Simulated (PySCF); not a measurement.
C3H2F3, SMILES C=[C]C(F)(F)F, multiplicity 2.

Geometry: PBE-D3(BJ)/def2-SVP. The isomer is the one that the SMILES or the coordinates give; other isomers of the formula were not compared.

Computed with TDA-PBE/def2-SVPD (PySCF).

Vertical excitations. Gas-phase values at a fixed geometry.

Problem. Estimate the UV-visible absorptions. (Estimate from the structure and the level; the computed values follow.)

Solution. 
```tsv
state	energy (eV)	λ (nm)	f	main pairs
root 1	3.16	393	0.001	β HOMO→LUMO 95 %
root 2	4.38	283	0.002	α HOMO→LUMO 95 %
root 3	4.59	270	0.000	α HOMO−1→LUMO 50 %, β HOMO→LUMO+1 49 %
root 4	5.59	222	0.001	β HOMO−1→LUMO 100 %
root 5	5.60	221	0.003	β HOMO−2→LUMO 99 %
root 6	6.20	200	0.013	β HOMO−3→LUMO 98 %
root 7	6.23	199	0.001	β HOMO−4→LUMO 100 %
root 8	6.55	189	0.000	α HOMO→LUMO+1 99 %
root 9	6.85	181	0.011	α HOMO−1→LUMO 8 %, β HOMO−5→LUMO 72 %
root 10	7.14	174	0.000	β HOMO−6→LUMO 100 %
```
Unrestricted roots are not spin-pure.
